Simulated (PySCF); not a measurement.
Interval between two levels of Nb(3+) by level of theory

Nb(3+) [Kr] 4d2 [3F4, M_J = 4] → Nb(3+) [Kr] 4d1 5p1 [3F4, M_J = 4], as a difference of total energies. Computed with PySCF 2.14 in x2c-TZVPall-2c with one added diffuse shell each of s, p, d type (9s10p8d1f, 86 functions), with the two-component X2C-1e Hamiltonian. Correlated levels: [Ar] 3d10 frozen; the 6 highest virtual spinors dropped. "Screened" scales the spin-orbit matrix elements by Boettger's factors to mimic the two-electron term; Breit and QED terms are absent.

```
                    method  interval between two levels (cm⁻¹)
           GHF (spin-free)                               99103
          GMP2 (spin-free)                               97717
 GHF (screened spin-orbit)                               99722
GMP2 (screened spin-orbit)                               98384
```

The labels give the starting determinants; with spin-orbit coupling the two ends relaxed to ⟨J²⟩ = 20.01, ⟨L²⟩ = 12.03, ⟨S²⟩ = 2.00 and ⟨J²⟩ = 20.01, ⟨L²⟩ = 12.01, ⟨S²⟩ = 2.01.
